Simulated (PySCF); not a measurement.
H3BF2Ge (SMILES F[B](F)[GeH3]), singlet, geometry from GFN2-xTB. Base run: CAMB3LYP/6-31G, polarisability in PySCF.

Input for PySCF:
```python
from pyscf import gto, scf, dft
from pyscf.prop import polarizability

mol = gto.Mole()
mol.atom = '''
    B    -0.749806    0.451696   -0.533049
    F    -1.936857   -0.085395   -0.701014
    F    -0.621372    1.629485   -1.100321
    Ge    0.728027   -0.439558    0.511622
    H     0.693696   -0.109816    1.964639
    H     0.685803   -1.926724    0.467480
    H     2.096729   -0.052907    0.073218
'''
mol.basis = '6-31g'
mol.charge = 0
mol.spin = 0
mol.verbose = 4
mol.build()

mf = dft.RKS(mol)
mf.xc = 'camb3lyp'
mf.kernel()
alpha = mf.Polarizability().polarizability()[2, 2]
print('alpha_zz =', alpha)
```

Each row names what was changed in the base input (with any setting that the change needs).

| change | alpha_zz (bohr³) | basis functions | core-seconds (rough) |
|---|---|---|---|
| base | 31.71 | 60 | 10 |
| finite field (a.u.) = 0.001; conv_tol = 1e-6 | 31.64 | 60 | 10 |
| finite field (a.u.) = 2e-4; conv_tol = 1e-11 | 31.71 | 60 | 20 |
| finite field (a.u.) = 0.001; conv_tol = 1e-11 | 31.71 | 60 | 20 |
| finite field (a.u.) = 0.005; conv_tol = 1e-11 | 31.72 | 60 | 20 |
| finite field (a.u.) = 0.02; conv_tol = 1e-11 | 31.80 | 60 | 20 |
| basis = def2-SVPD | 43.73 | 128 | 50 |
| basis = cc-pVDZ | 36.93 | 84 | 30 |
| basis = def2-SVP | 36.74 | 89 | 20 |
| finite field (a.u.) = 0.05; conv_tol = 1e-11 | 32.24 | 60 | 20 |
| functional = pbe0 | 32.18 | 60 | 6 |
| functional = hf | 29.52 | 60 | 1 |

Finite-field rows take the second difference of the energy in a field along z; a small field with loose convergence shows SCF noise divided by the square of the field, and a large one adds hyperpolarisability.
